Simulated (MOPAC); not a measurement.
Input file for MOPAC: AM1 on BrHSi (SMILES [SiH]Br), a point of a bond scan (R = 2.057 Å).

```
AM1 1SCF PRECISE CHARGE=0 THREADS=1
BrHSi

Si    -0.89669569 1    -0.76104712 1     1.06218335 1
H     -2.24105238 1    -1.39317328 1    -0.36127817 1
Br     0.41275014 1     0.33954138 1    -0.42509526 1
```

Output:

```
*******************************************************************************
 **                                                                           **
 **                              MOPAC v23.2.5                                **
 **                                                                           **
 *******************************************************************************
 ** MOPAC's Digital Object Identifier: https://doi.org/10.5281/zenodo.6511958 **
 **                                                                           **
 ** Please cite the open-source release paper for use of this MOPAC version:  **
 ** J. E. Moussa and J. J. P. Stewart (2026)                                  **
 ** MOPAC: An open-source semiempirical molecular orbital program             **
 ** J. Open Source Softw., 11(119), 8025, https://doi.org/10.21105/joss.08025 **
 *******************************************************************************

                              AM1 CALCULATION RESULTS

 *******************************************************************************
 *  AM1        - The AM1 Hamiltonian to be used
 *
 *
 *
 *                 CHARGE ON SYSTEM = 0
 *
 *
 *
 *  PRECISE    - TIGHTER CRITERIA TO BE USED
 *  1SCF       - DO 1 SCF AND THEN STOP
 *  THREADS=1  - MULTI-THREADING NOT USED
 *  T=         - A TIME OF 172800.0 SECONDS REQUESTED
 *  DUMP=N     - RESTART FILE WRITTEN EVERY 7200.0 SECONDS REQUESTED
 *******************************************************************************
AM1 1SCF PRECISE CHARGE=0 THREADS=1
 BrHSi

   ATOM   CHEMICAL          X               Y               Z
  NUMBER   SYMBOL      (ANGSTROMS)     (ANGSTROMS)     (ANGSTROMS)

     1      Si         -0.89669569  *  -0.76104712  *   1.06218335  *
     2       H         -2.24105238  *  -1.39317328  *  -0.36127817  *
     3      Br          0.41275014  *   0.33954138  *  -0.42509526  *



          CARTESIAN COORDINATES

    NO.       ATOM           X           Y           Z

     1        Si         -0.8967     -0.7610      1.0622
     2         H         -2.2411     -1.3932     -0.3613
     3        Br          0.4128      0.3395     -0.4251

  H: (AM1): M.J.S. DEWAR ET AL, J. AM. CHEM. SOC. 107 3902-3909 (1985)
 Si: (AM1): M.J.S.DEWAR, C. JIE, ORGANOMETALLICS, 6, 1486-1490 (1987).
 Br: (AM1): M.J.S. DEWAR AND E. G. ZOEBISCH, THEOCHEM, 180, 1 (1988).

           Empirical Formula: H Si Br  =     3 atoms



      MOLECULAR POINT GROUP   :   Cs


      RHF CALCULATION, NO. OF DOUBLY OCCUPIED LEVELS = 6


 -------------------------------------------------------------------------------
 AM1 1SCF PRECISE CHARGE=0 THREADS=1
 BrHSi



     1SCF WAS SPECIFIED, SO BFGS WAS NOT USED
     SCF FIELD WAS ACHIEVED


                              AM1 CALCULATION
                                                       MOPAC v23.2.5 Linux




          FINAL HEAT OF FORMATION =         68.51095 KCAL/MOL =     286.64980 KJ/MOL


          COSMO AREA              =        103.06 SQUARE ANGSTROMS
          COSMO VOLUME            =         91.51 CUBIC ANGSTROMS

          IONIZATION POTENTIAL    =          8.545932 EV
          HOMO LUMO ENERGIES (EV) =         -8.546 -1.905
          NO. OF FILLED LEVELS    =          6
          MOLECULAR WEIGHT        =        108.9974         POINT GROUP:  Cs

          MOLECULAR DIMENSIONS (Angstroms)

            Atom       Atom       Distance
           Br     3    H     2     3.17002
            H     2   Si     1     1.46728
           Si     1   Br     3     0.00000


          SCF CALCULATIONS        =          1





   ATOM   CHEMICAL          X               Y               Z
  NUMBER   SYMBOL      (ANGSTROMS)     (ANGSTROMS)     (ANGSTROMS)

     1      Si         -0.89669569  *  -0.76104712  *   1.06218335  *
     2       H         -2.24105238  *  -1.39317328  *  -0.36127817  *
     3      Br          0.41275014  *   0.33954138  *  -0.42509526  *

                             CARTESIAN COORDINATES

   1   Si       -0.896695690    -0.761047120     1.062183350
   2    H       -2.241052380    -1.393173280    -0.361278170
   3   Br        0.412750140     0.339541380    -0.425095260


           Empirical Formula: H Si Br  =     3 atoms



      MOLECULAR POINT GROUP   :   Cs


                  EIGENVALUES
 -30.87377 -14.27990 -12.02989 -11.69432 -10.31358  -8.54593  -1.90498  -0.63003
   0.14764


              NET ATOMIC CHARGES AND DIPOLE CONTRIBUTIONS

  ATOM NO.   TYPE          CHARGE      No. of ELECS.   s-Pop       p-Pop
    1         Si           0.488381        3.5116     1.73710     1.77452
    2          H          -0.186891        1.1869     1.18689
    3         Br          -0.301490        7.3015     1.96242     5.33907
 DIPOLE           X         Y         Z       TOTAL
 POINT-CHG.    -0.689    -1.026     3.432     3.648
 HYBRID        -0.029     0.420    -2.602     2.636
 SUM           -0.718    -0.606     0.829     1.253


          ATOMIC ORBITAL ELECTRON POPULATIONS

     Atom    s        px        py        pz
    1 Si   1.73710   0.51685   0.28377   0.97390
    2  H   1.18689
    3 Br   1.96242   1.78877   1.79019   1.76012

 **********************
 *                    *
 * JOB ENDED NORMALLY *
 *                    *
 **********************




 == MOPAC DONE ==
```

The run finished.

Cost: about 0.020 core-seconds (a rough figure).
